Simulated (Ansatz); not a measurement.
Coupled-cluster diagnostics for the cluster Cu3H6⁻ (the lowest singlet isomer of a short search), Ansatz.

Geometry of the singlet (r2SCAN-D4/def2-SVPD):

```
atom   x (Å)   y (Å)   z (Å)
 Cu1  -0.432  -0.971  -1.491
 Cu2  -0.773   0.747   0.253
 Cu3   1.411   0.052   1.172
  H4   2.761  -0.516   1.674
  H5   0.374  -0.302  -0.141
  H6  -0.118  -2.076  -2.530
  H7  -1.859   1.733   0.621
  H8   0.177   1.156   1.422
  H9  -1.541   0.177  -0.979
```

Correlated methods freeze 27 core orbitals. The structure comes from a short search, and lower isomers may exist.

**Question.** Estimate the CCSD(T) correlation energy, the shares of MP2 and (T), T1 and the reference's ⟨S²⟩ for: charge -1, singlet, own geometry in def2-SVPD; and the rough time on 4 threads of Arm Neoverse V1 on a shared host.

**Answer.** 
```json
{"state": "charge -1, singlet, own geometry", "basis": "def2-SVPD", "correlation (eV)": "-31.137", "MP2 share (%)": "104.5", "(T) share (%)": "6.1", "T1": "0.033", "⟨S²⟩ (pure)": "0.00 (0.00)", "wall time": "34 s", "remarks": "restricted SCF unstable"}
```
Customary marks for T1 are 0.02 (closed shells), 0.045 (open shells) and about 0.05 (3d metals). T1 exceeds 0.02 in 1 of 1 rows and 0.045 in 0; the higher it lies, the less the single-reference result can be trusted.
